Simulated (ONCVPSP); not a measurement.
# What one change does to a pseudopotential (Pt, ONCV)

platinum, optimised norm-conserving Vanderbilt (ONCV), made with ONCVPSP 4.0.1 (PBE, scalar-relativistic). Core [Kr] 4d10, reference 4f14 5s2 5p6 5d9 6s0.5 (charge +0.5). Waves: 5s+6s: rc 1.70 bohr, ncon 4, nbas 7, qcut 7 1/bohr, 2 projectors; 5p: rc 1.40 bohr, ncon 4, nbas 9, qcut 10.5 1/bohr, 3 projectors, debl 1.6 Ha; 5d: rc 2.05 bohr, ncon 4, nbas 9, qcut 7.9 1/bohr, 2 projectors, debl 3.2 Ha; 4f: rc 0.90 bohr, ncon 4, nbas 8, qcut 17.5 1/bohr, 2 projectors, debl 0.8 Ha. Local part: polynomial inside 0.80 bohr (lpopt 5, dvloc0 3 Ha). Core correction: Teter function, fcfact 5.25, rcfact 1.45.

In the p channel the program set the typed energies aside and used -2.205, 0.250, 1.850 Ha. In the f channel the program set the typed energies aside and used -2.720, 0.250 Ha.

Change: local potential polynomial inside 0.80 bohr (lpopt 5, dvloc0 1 Ha).

Cutoffs: the cutoffs (Ha) at which the residual kinetic energy of the hardest occupied pseudo-wave falls to 1 and 0.1 mHa per electron; they do not see the model core or the augmentation charge, which bear on the density cutoff. Errors are all-electron minus pseudo energies relative to the spin-unpolarised reference configuration.

Problem. What does the change do?

Solution. The potential gets neither clearly harder nor softer (149 Ha and 313 Ha → 149 Ha and 313 Ha); both files keep a bound ghost (s); of the 4 tests that both files solve, the error grows in 1 and shrinks in 0 by more than 15 % and 0.3 meV (median size 3.7 → 3.7 meV).

| quantity | base | changed |
| --- | --- | --- |
| cutoff, loose | 149 Ha | 149 Ha |
| cutoff, tight | 313 Ha | 313 Ha |
| bound ghosts | s | s |
| GHOST(+) flags under 300 eV | none | none |
| error for 4f14 5s2 5p6 5d9 6s1, meV [ΔE -3.69 eV] | +1.0 | +1.0 |
| error for 4f14 5s2 5p6 5d9 6s0, meV [ΔE 5.50 eV] | -2.8 | -2.7 |
| error for 4f14 5s2 5p6 5d8 6s0, meV [ΔE 25.47 eV] | -4.6 | -4.7 |
| error for 4f13 5s2 5p6 5d10 6s1, meV [ΔE 65.23 eV] | +53 | +102 |
| s: phases at 1.72 bohr within 0.05 rad from the reference energy up to (Ha; the scan ends near 5) | to the end of the scan | to the end of the scan |
| p: phases at 1.42 bohr within 0.05 rad from the reference energy up to (Ha; the scan ends near 5) | to the end of the scan | to the end of the scan |
| d: phases at 2.08 bohr within 0.05 rad from the reference energy up to (Ha; the scan ends near 5) | to the end of the scan | to the end of the scan |
| f: phases at 0.91 bohr within 0.05 rad from the reference energy up to (Ha; the scan ends near 5) | to the end of the scan | to the end of the scan |
| rms error of d²Exc/dni dnj with the model core, mHa | 2.21 | 2.21 |

 A true bound ghost makes a file unfit for plane-wave use even where its test errors are small: the radial tests pick states by their node count and pass the ghost by.
